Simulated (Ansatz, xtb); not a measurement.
# Ranking isomers of C5H5FO3

3 gas-phase structures of C5H5FO3, from a drawn sample of its isomers (lower ones may exist). Each was relaxed with GFN2-xTB; where two conformers were screened, the lower at r2SCAN-D4/def2-SVP is listed:

A. `C=C(F)OC(=O)/C=C\O`, a singlet
B. `C=C(F)OC(=O)/C=C/O`, a singlet
C. `C=C(F)OC(=O)CC=O`, a singlet

Make a reasoned guess at their ranking by r2SCAN-D4/def2-SVP single-point energy.

Calculated order at r2SCAN-D4/def2-SVP: A (0.0), B (8.1), C (9.1) kcal/mol.

Energies above the lowest of each column, in kcal/mol; the last columns are at B3LYP-D3(BJ)/def2-SVP geometries:

```tsv
structure	GFN2-xTB	HF/STO-3G	r2SCAN-D4/def2-SVP	B3LYP-D3(BJ)/def2-SVP	CCSD(T)/def2-SVP + ΔMP2/def2-TZVPP
A	0.0	5.5	0.0	0.0	0.0
B	5.1	10.8	8.1	8.0	6.5
C	8.5	0.0	9.1	7.4	4.3
```

CCSD(T)/def2-SVP + ΔMP2/def2-TZVPP puts A lowest; HF/STO-3G picks C. CCSD(T)/def2-SVP + ΔMP2/def2-TZVPP orders those it was run on as A (0.0), C (4.3), B (6.5) kcal/mol. Some further structures that were screened fall inside this span and aren't listed. Flexible structures stand in one conformer each, not always the lowest. ΔMP2 is the change of the MP2 energy from the smaller to the larger basis.

Programs: Ansatz 0.2.0, xtb 6.7.1.
